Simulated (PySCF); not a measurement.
**Pb: excitation energy**

Pb [Xe] 4f14 5d10 6s2 6p2 (3P) → Pb [Xe] 4f14 5d10 6s1 6p3 (5S), as a difference of total energies. Calculation: PySCF 2.14, in aug-cc-pVTZ-PP with ECP60MDF; scalar relativity through the core potential. Correlated levels: valence: 5s2 5p6 5d10 frozen. The calculations carry no spin-orbit coupling.

| method | excitation energy (eV) |
| --- | --- |
| UHF | 4.694 |
| MP2 (valence) | 5.319 |
| SCS-MP2 (valence) | 5.605 |
| CCSD (valence) | 5.464 |
| CCSD(T) (valence) | 5.488 |

**Question.** How much does correlation contribute at CCSD(T) (valence)?

**Answer.** 5.488 − (4.694) = 0.794 eV, measured against UHF.

Spin-orbit coupling is strong in these open shells (close to jj coupling). The scalar numbers leave it out and a first-order estimate fails, so it can dominate the gap to the real levels.
